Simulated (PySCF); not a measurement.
H3IS3Ti, SMILES [SH][Ti]([SH])([SH])[I], multiplicity 1. Atoms are numbered in the order given.

```xyz
8

Ti    -0.5734    -0.3813     0.2715
I      1.4254     0.9121    -0.7008
S     -0.1143    -1.3696     2.2464
H      0.3043    -0.1663     2.7251
S     -1.2005    -2.0618    -1.1119
H     -2.4887    -1.8954    -0.7174
S     -2.3432     0.9682     0.7204
H     -2.2151     1.5196    -0.5169
```

Coordinates come from a B3LYP-D3(BJ)/def2-SVP optimisation. The multiplicity is an assumed one; other spin states were not compared. The def2 effective core potentials stand for the cores of I; spin–orbit coupling is left out. Other conformers were not sampled.

Level of theory: PySCF with PBE0/def2-TZVP.

ESP charges are fitted to the potential on shells at 1.4 to 2.0 van der Waals radii. Atomic charges (e):

```json
[
 {"atom": "Ti1", "ESP fit": "0.22", "Mulliken": "0.69", "Löwdin": "?"},
 {"atom": "I2", "ESP fit": "-0.10", "Mulliken": "-0.23", "Löwdin": "?"},
 {"atom": "S3", "ESP fit": "-0.18", "Mulliken": "-0.34", "Löwdin": "?"},
 {"atom": "H4", "ESP fit": "0.17", "Mulliken": "0.20", "Löwdin": "?"},
 {"atom": "S5", "ESP fit": "-0.19", "Mulliken": "-0.36", "Löwdin": "?"},
 {"atom": "H6", "ESP fit": "0.17", "Mulliken": "0.21", "Löwdin": "?"},
 {"atom": "S7", "ESP fit": "-0.25", "Mulliken": "-0.36", "Löwdin": "?"},
 {"atom": "H8", "ESP fit": "0.16", "Mulliken": "0.20", "Löwdin": "?"}
]
```

### Question
Some entries are withheld; supply them. (Estimate from the structure and the level; the computed values follow.)

### Answer

- Ti1, Löwdin: -0.97
- I2, Löwdin: 0.23
- S3, Löwdin: 0.18
- H4, Löwdin: 0.08
- S5, Löwdin: 0.17
- H6, Löwdin: 0.08
- S7, Löwdin: 0.15
- H8, Löwdin: 0.08
